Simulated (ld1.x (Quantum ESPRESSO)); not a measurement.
## gold (Au): TM pseudisation with BP86, scalar-relativistic reference atom.

ld1.x (Quantum ESPRESSO) 7.5 was run on this input:

```
&input
   title='Au', zed=79., rel=1, dft='BP', iswitch=3,
   config='[Xe] 4f14 5d10 6s0 6p0',
   nld=3, rlderiv=3.20, eminld=-3.0, emaxld=5.0, deld=0.02
 /
 &inputp
   pseudotype=2, tm=.true., lloc=-1, rcloc=1.20,
   nlcc=.true., new_core_ps=.true.,
   file_pseudopw='Au.UPF', file_wfcaegen='ae.wfc', file_wfcncgen='nc.wfc', file_beta='beta', file_chi='chi'
 /
3
6S  1  0   0.00   0.00  1.70  1.70  0.0
6P  2  1   0.00   0.00  2.95  2.95  0.0
5D  3  2  10.00   0.00  1.55  1.55  0.0
 &test
   configts(1)='5d10 6s0 6p0'
 /
```

Command:

```bash
ld1.x < Au.in > Au.out
```

Resulting log (shortened: banner, matrices, multipoles, cross overlaps and the repeated all-electron block are left out):

```
Program LD1 v.7.5
     --------------------------- All-electron run ----------------------------

     Au
     scalar relativistic calculation

     atomic number is 79.00
     dft =BP   lsd =0 sic =0 latt =0  beta=0.20 tr2=1.0E-14
     Exchange-correlation= BP
                           (   1   1   1   1   0   0   0)
     mesh =1279 r(mesh) = 100.03820 a.u. xmin = -7.00 dx = 0.01250
     1 Ry =  13.60569312 eV, c = 137.03599908

     n l     nl                  e(Ry)          e(Ha)          e(eV)
     1 0     1S 1( 2.00)     -5939.1939     -2969.5970    -80806.8501
     2 0     2S 1( 2.00)     -1048.3813      -524.1907    -14263.9546
     2 1     2P 1( 6.00)      -906.2845      -453.1423    -12330.6289
     3 0     3S 1( 2.00)      -247.9326      -123.9663     -3373.2954
     3 1     3P 1( 6.00)      -206.7240      -103.3620     -2812.6236
     4 0     4S 1( 2.00)       -54.3067       -27.1533      -738.8802
     4 1     4P 1( 6.00)       -40.7971       -20.3985      -555.0726
     3 2     3D 1(10.00)      -162.7343       -81.3671     -2214.1123
     5 0     5S 1( 2.00)        -8.6047        -4.3023      -117.0723
     5 1     5P 1( 6.00)        -5.0338        -2.5169       -68.4879
     4 2     4D 1(10.00)       -24.5872       -12.2936      -334.5254
     4 3     4F 1(14.00)        -6.5979        -3.2990       -89.7692
     5 2     5D 1(10.00)        -1.1360        -0.5680       -15.4554
     6 0     6S 1( 0.00)        -0.9811        -0.4906       -13.3487
     6 1     6P 1( 0.00)        -0.4897        -0.2449        -6.6628

     final scf error:  8.2E-15 reached in  32 iterations

     Etot =  -38027.452533 Ry,  -19013.726266 Ha, -517389.849409 eV

     Ekin =   42559.907171 Ry,   21279.953586 Ha,  579057.036312 eV
     Encl =  -94583.034108 Ry,  -47291.517054 Ha,-1286867.736717 eV
     Eh   =   14724.230910 Ry,    7362.115455 Ha,  200333.367237 eV
     Exc  =    -728.556506 Ry,    -364.278253 Ha,   -9912.516241 eV

     normalization and overlap integrals

     s(1S/1S) =  1.000000  <r> =   0.0169  <r2> =    0.0004  r(max) =   0.0104
     s(2S/2S) =  1.000000  <r> =   0.0711  <r2> =    0.0060  r(max) =   0.0604
     s(2P/2P) =  1.000000  <r> =   0.0642  <r2> =    0.0050  r(max) =   0.0501
     s(3S/3S) =  1.000000  <r> =   0.1838  <r2> =    0.0386  r(max) =   0.1704
     s(3P/3P) =  1.000000  <r> =   0.1851  <r2> =    0.0397  r(max) =   0.1683
     s(4S/4S) =  1.000000  <r> =   0.4070  <r2> =    0.1869  r(max) =   0.3841
     s(4P/4P) =  1.000000  <r> =   0.4335  <r2> =    0.2136  r(max) =   0.4038
     s(3D/3D) =  1.000000  <r> =   0.1677  <r2> =    0.0329  r(max) =   0.1378
     s(5S/5S) =  1.000000  <r> =   0.9270  <r2> =    0.9646  r(max) =   0.8441
     s(5P/5P) =  1.000000  <r> =   1.0733  <r2> =    1.3043  r(max) =   0.9565
     s(4D/4D) =  1.000000  <r> =   0.4584  <r2> =    0.2428  r(max) =   0.4088
     s(4F/4F) =  1.000000  <r> =   0.4987  <r2> =    0.3016  r(max) =   0.3746
     s(5D/5D) =  1.000000  <r> =   1.5747  <r2> =    2.9536  r(max) =   1.2129
     s(6S/6S) =  1.000000  <r> =   2.6153  <r2> =    7.7473  r(max) =   2.2379
     s(6P/6P) =  1.000000  <r> =   3.6090  <r2> =   14.9595  r(max) =   2.9834

     ------------------------ End of All-electron run ------------------------

     --------------------- Generating NC pseudopotential ---------------------

      Generating local potential from pseudized AE potential:
      Matching radius rcloc =   1.2000

      Local pseudo, rcloc= 1.198 Estimated cut-off energy=    17.43 Ry

      Computing core charge for nlcc:

       r > 1.02 : true rho core
      Core charge pseudized with two Bessel functions
      Integrated core pseudo-charge :  19.43

      Wfc   6S  rcut= 1.700  Using Troullier-Martins method

      Wfc   6P  rcut= 2.946  Using Troullier-Martins method

      Wfc   5D  rcut= 1.538  Using Troullier-Martins method

     ------------------- End of pseudopotential generation -------------------

     Computing logarithmic derivative in   3.19575
     Computing logarithmic derivative in   3.19575
     Computing the partial wave expansion
     R is outside the sphere for l=    0 j= 0.00
     R is outside the sphere for l=    1 j= 0.00
     R is outside the sphere for l=    2 j= 0.00

     ---------------------- Testing the pseudopotential ----------------------

     Au
     scalar relativistic calculation

     atomic number is 79.00   valence charge is 11.00
     dft =BP   lsd =0 sic =0 latt =0  beta=0.20 tr2=1.0E-14
     mesh =1279 r(mesh) = 100.03820 xmin = -7.00 dx = 0.01250

     n l     nl             e AE (Ry)        e PS (Ry)    De AE-PS (Ry)
     3 2     5D   1(10.00)       -1.13595       -1.13596        0.00000
     1 0     6S   1( 0.00)       -0.98111       -0.98111       -0.00000
     2 1     6P   1( 0.00)       -0.48970       -0.48970        0.00000

     eps = 1.7E-15  iter =  6

     Etot =  -38027.452533 Ry,  -19013.726266 Ha, -517389.849409 eV
     Etotps =  -112.927535 Ry,     -56.463768 Ha,   -1536.457389 eV

     Ekin =      50.253721 Ry,      25.126860 Ha,     683.736702 eV
     Encl =    -169.924981 Ry,     -84.962490 Ha,   -2311.947145 eV
     Ehrt =      57.551282 Ry,      28.775641 Ha,     783.025080 eV
     Ecxc =     -60.712700 Ry,     -30.356350 Ha,    -826.038367 eV
     (Ecc =     -45.651641 Ry,     -22.825821 Ha,    -621.122225 eV)
     Epseu=       9.905143 Ry,       4.952572 Ha,     134.766341 eV

     ---------------------- End of pseudopotential test ----------------------
```

Note: ghost states, extra bound levels that the all-electron valence spectrum of the same l lacks: s at -195.9 eV, p at -134.9 eV. A true bound ghost makes a file unfit for plane-wave use.

Generation and configuration tests took about 3.3 s on one core of a shared server CPU.

Transferability test of the new file with ld1.x, input:

```
&input
   title='Au', zed=79., rel=1, dft='BP', iswitch=2,
   config='[Xe] 4f14 5d10 6s0 6p0'
 /
 &test
   file_pseudo='Au.UPF', nconf=8,
   configts(1)='5d10 6s0 6p0',
   configts(2)='5d10 6s1 6p0',
   configts(3)='5d9 6s0 6p0',
   configts(4)='5d8 6s0 6p0',
   configts(5)='5d10 6s0 6p1',
   configts(6)='5d9 6s2 6p0',
   configts(7)='5d9 6s1 6p0',
   configts(8)='5d10 6s0.5 6p0'
 /
```

```bash
ld1.x < Au.test.in > Au.test.out
```

Pseudopotential blocks of its output, shortened (energy terms left out; the distinct warnings before each block abridged to one line each):

```
     ---------------------- Testing the pseudopotential ----------------------

     n l     nl             e AE (Ry)        e PS (Ry)    De AE-PS (Ry)
     3 2     5D   1(10.00)       -1.13595       -1.13596        0.00000
     1 0     6S   1( 0.00)       -0.98111       -0.98111       -0.00000
     2 1     6P   1( 0.00)       -0.48970       -0.48970        0.00000

     eps = 4.1E-16  iter =  6

     Etot =  -38027.452533 Ry,  -19013.726266 Ha, -517389.849409 eV
     Etotps =  -112.927535 Ry,     -56.463768 Ha,   -1536.457393 eV

     ---------------------- End of pseudopotential test ----------------------

          ---------------------- Testing the pseudopotential ----------------------

     n l     nl             e AE (Ry)        e PS (Ry)    De AE-PS (Ry)
     3 2     5D   1(10.00)       -0.51539       -0.51643        0.00104
     1 0     6S   1( 1.00)       -0.43675       -0.43613       -0.00062
     2 1     6P   1( 0.00)       -0.05862       -0.05829       -0.00033

     eps = 5.8E-16  iter =  9

     Etot =  -38028.156460 Ry,  -19014.078230 Ha, -517399.426823 eV
     Etotps =  -113.631349 Ry,     -56.815675 Ha,   -1546.033269 eV
     dEtot_ae =      -0.703927 Ry
     dEtot_ps =      -0.703814 Ry,   Delta E=      -0.000113 Ry

     ---------------------- End of pseudopotential test ----------------------

          Warning: n=2, l=1 expected 0 nodes, found 1
     ---------------------- Testing the pseudopotential ----------------------

     n l     nl             e AE (Ry)        e PS (Ry)    De AE-PS (Ry)
     3 2     5D   1( 9.00)       -2.01757       -2.02299        0.00542  !
     1 0     6S   1( 0.00)       -1.67988       -1.68225        0.00237
     2 1     6P   1( 0.00)       -1.06629       -1.06629        0.00000

     eps = 1.8E-16  iter =  7

     Etot =  -38025.884813 Ry,  -19012.942407 Ha, -517368.519499 eV
     Etotps =  -111.357349 Ry,     -55.678675 Ha,   -1515.093921 eV
     dEtot_ae =       1.567719 Ry
     dEtot_ps =       1.570186 Ry,   Delta E=      -0.002467 Ry

     ---------------------- End of pseudopotential test ----------------------

          ---------------------- Testing the pseudopotential ----------------------

     n l     nl             e AE (Ry)        e PS (Ry)    De AE-PS (Ry)
     3 2     5D   1( 8.00)       -2.99396       -3.01152        0.01755  !
     1 0     6S   1( 0.00)       -2.44891       -2.46739        0.01849  !
     2 1     6P   1( 0.00)       -1.72399       -2.23858        0.51460  !

     eps = 2.2E-15  iter =  7

     Etot =  -38023.386695 Ry,  -19011.693348 Ha, -517334.530875 eV
     Etotps =  -108.847809 Ry,     -54.423905 Ha,   -1480.949891 eV
     dEtot_ae =       4.065837 Ry
     dEtot_ps =       4.079726 Ry,   Delta E=      -0.013889 Ry

     ---------------------- End of pseudopotential test ----------------------

          ---------------------- Testing the pseudopotential ----------------------

     n l     nl             e AE (Ry)        e PS (Ry)    De AE-PS (Ry)
     3 2     5D   1(10.00)       -0.67092       -0.67281        0.00188
     1 0     6S   1( 0.00)       -0.55328       -0.55313       -0.00015
     2 1     6P   1( 1.00)       -0.14563       -0.14548       -0.00016

     eps = 2.0E-15  iter =  9

     Etot =  -38027.764975 Ry,  -19013.882487 Ha, -517394.100403 eV
     Etotps =  -113.239890 Ry,     -56.619945 Ha,   -1540.707187 eV
     dEtot_ae =      -0.312442 Ry
     dEtot_ps =      -0.312354 Ry,   Delta E=      -0.000088 Ry

     ---------------------- End of pseudopotential test ----------------------

          ---------------------- Testing the pseudopotential ----------------------

     n l     nl             e AE (Ry)        e PS (Ry)    De AE-PS (Ry)
     3 2     5D   1( 9.00)       -0.66688       -0.67011        0.00323
     1 0     6S   1( 2.00)       -0.50267       -0.50063       -0.00204
     2 1     6P   1( 0.00)       -0.08519       -0.08293       -0.00227

     eps = 7.2E-15  iter =  8

     Etot =  -38028.035697 Ry,  -19014.017848 Ha, -517397.783760 eV
     Etotps =  -113.507241 Ry,     -56.753620 Ha,   -1544.344682 eV
     dEtot_ae =      -0.583164 Ry
     dEtot_ps =      -0.579705 Ry,   Delta E=      -0.003459 Ry

     ---------------------- End of pseudopotential test ----------------------

          ---------------------- Testing the pseudopotential ----------------------

     n l     nl             e AE (Ry)        e PS (Ry)    De AE-PS (Ry)
     3 2     5D   1( 9.00)       -1.30866       -1.31114        0.00248
     1 0     6S   1( 1.00)       -1.06810       -1.06673       -0.00137
     2 1     6P   1( 0.00)       -0.54580       -0.54232       -0.00348

     eps = 2.4E-15  iter =  7

     Etot =  -38027.255511 Ry,  -19013.627755 Ha, -517387.168791 eV
     Etotps =  -112.728608 Ry,     -56.364304 Ha,   -1533.750841 eV
     dEtot_ae =       0.197022 Ry
     dEtot_ps =       0.198928 Ry,   Delta E=      -0.001906 Ry

     ---------------------- End of pseudopotential test ----------------------

          ---------------------- Testing the pseudopotential ----------------------

     n l     nl             e AE (Ry)        e PS (Ry)    De AE-PS (Ry)
     3 2     5D   1(10.00)       -0.81567       -0.81610        0.00043
     1 0     6S   1( 0.50)       -0.70182       -0.70140       -0.00042
     2 1     6P   1( 0.00)       -0.26308       -0.26272       -0.00036

     eps = 2.7E-15  iter =  7

     Etot =  -38027.872617 Ry,  -19013.936309 Ha, -517395.564948 eV
     Etotps =  -113.347661 Ry,     -56.673830 Ha,   -1542.173485 eV
     dEtot_ae =      -0.420084 Ry
     dEtot_ps =      -0.420125 Ry,   Delta E=       0.000041 Ry

     ---------------------- End of pseudopotential test ----------------------
```
